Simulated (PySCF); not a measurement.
## Br(8+): fine-structure interval

Br(8+) [Ar] 3d9 [3d3/2^4 3d5/2^5, M_J = 5/2] → Br(8+) [Ar] 3d9 [3d3/2^3 3d5/2^6, M_J = 3/2], as a difference of total energies. All numbers are calculated (PySCF 2.14, the two-component X2C-1e Hamiltonian, in an even-tempered Gaussian basis (18 s from 0.43 bohr⁻², ratio 2.8; 13 p from 0.56 bohr⁻², ratio 2.8; 9 d from 0.56 bohr⁻², ratio 2.8; 4 f from 4 bohr⁻², ratio 3)). Correlated levels: [Ne] frozen; the 76 highest virtual spinors dropped. "Screened" scales the spin-orbit matrix elements by Boettger's factors to mimic the two-electron term; Breit and QED terms are absent.

```
                    method  fine-structure interval (cm⁻¹)
 GHF (screened spin-orbit)                          9093.9
GMP2 (screened spin-orbit)                          9143.1
     GHF (bare spin-orbit)                           12750
```
